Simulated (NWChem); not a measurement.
Species: C3H6OSi; SMILES C1[SiH2]OC=1C

```xyz
11

C      0.0878     2.2152    -0.0269
C     -0.1011     0.7380    -0.0042
C     -1.1916    -0.0665     0.2004
Si     0.0003    -1.4495    -0.0447
O      1.0376    -0.0353    -0.2331
H     -0.8630     2.7454     0.1632
H      0.8350     2.5120     0.7382
H      0.4947     2.5286    -1.0107
H     -2.2272     0.2212     0.4046
H      0.4388    -2.3037     1.1103
H     -0.0292    -2.2808    -1.2953
```
Atoms are numbered in this order, from 1.

All runs: NWChem. Pople sets run with spherical d functions. Geometry: optimised at PBE-D3(BJ)/def2-SVP. GIAO values for the isolated, static molecule; σ is the absolute isotropic shielding.

```csv
level,basis functions,σ C1 (ppm),σ C2 (ppm),σ C3 (ppm),σ Si4 (ppm),σ O5 (ppm),σ H6 (rotor mean) (ppm),σ H10 (ppm),relative time
B3LYP/6-31G*,86,167.4,14.5,101.4,387.7,198.2,29.99,25.95,1
B3LYP/6-311G**,134,158.2,-9.7,88.7,331.7,175.9,29.46,25.71,2
B3LYP/def2-SVP,104,167.8,8.5,98.7,403.3,192.1,29.33,25.65,1
B3LYP/def2-TZVP,197,157.6,-11.0,86.9,312.7,168.1,29.44,25.53,6
B3LYP/IGLO-II,159,157.2,-11.5,85.1,335.2,169.0,29.59,25.64,3
```

Times are rough ratios from one shared machine.
